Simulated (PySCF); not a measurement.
## Assignment exercise: C2H9BN2

Geometry:
```csv
atom,x (Å),y (Å),z (Å)
B1,-1.992,0.126,0.681
N2,-0.546,0.742,1.113
C3,0.602,-0.007,0.597
C4,1.940,0.565,0.993
N5,3.078,0.105,0.695
H6,-2.827,0.865,1.184
H7,-2.000,0.147,-0.545
H8,-2.011,-1.011,1.139
H9,-0.508,1.712,0.793
H10,-0.512,0.782,2.134
H11,0.499,-1.046,0.948
H12,0.500,-0.043,-0.499
H13,1.911,1.487,1.607
H14,2.994,-0.746,0.126
```

[PySCF 2.14.0 with density-fitted response routines: couplings computed with B3LYP/pcJ-1 (spin–dipole term only in couplings to heteroatoms); PBE0-D3(BJ)/def2-SVP geometry; CAM-B3LYP/pcSseg-2 with gauge-including orbitals; rapidly exchanging positions averaged; a single conformation; no relativistic terms; no solvent]

Shifts are taken against calculated references (same method and geometry level): 13C (σref 182.55), 1H (σref 31.34) against TMS.

(1) Assign these signals to the numbered atoms. 13C{1H} NMR (computed): δ 186.1 (CH), 57.1 (CH2).

(2) Assign these signals to the numbered atoms. 1H NMR (600 MHz, computed): δ 9.94 (br s, 1H), 7.83 (t, J = 3.4 Hz, 1H), 3.35 (d, J = 3.4 Hz, 2H), 3.09 (br s, 2H), 1.99 (br, 3H).

Answers

(1) 
186.1 → C4, carbon bonded to C, N, H
57.1 → C3, carbon bonded to C, N, 2 H

(2) 
9.94 → H14, hydrogen on a nitrogen bonded to C
7.83 → H13, hydrogen on a carbon bonded to C, N
3.35 → H11/H12, hydrogen on a carbon bonded to C, N
3.09 → H9/H10, hydrogen on a nitrogen bonded to C, B
1.99 → H6/H7/H8, hydrogen on a boron bonded to N

The OH or NH signal is concentration- and solvent-dependent in practice; the value given is the gas-phase one. Hydrogens on boron are broadened and split by 11B (spin 3/2, 80 %) and 10B (spin 3). Multiplet labels drop couplings under 1 Hz and merge nearly equal ones. Unscaled 3J(H,H) at this level run about 10 % above measured values. Shifts are as computed, not scaled to solution data. Of 1309 compounds with measured shifts, 239 miss one by over three times the rms of a fit or turn the order of signals round; such compounds aren't used in these exercises. Couplings across =CH–CH2 type bonds come from one rotamer and its mirror image, and can be 1–2 Hz further off. Couplings to exchangeable protons are dropped.
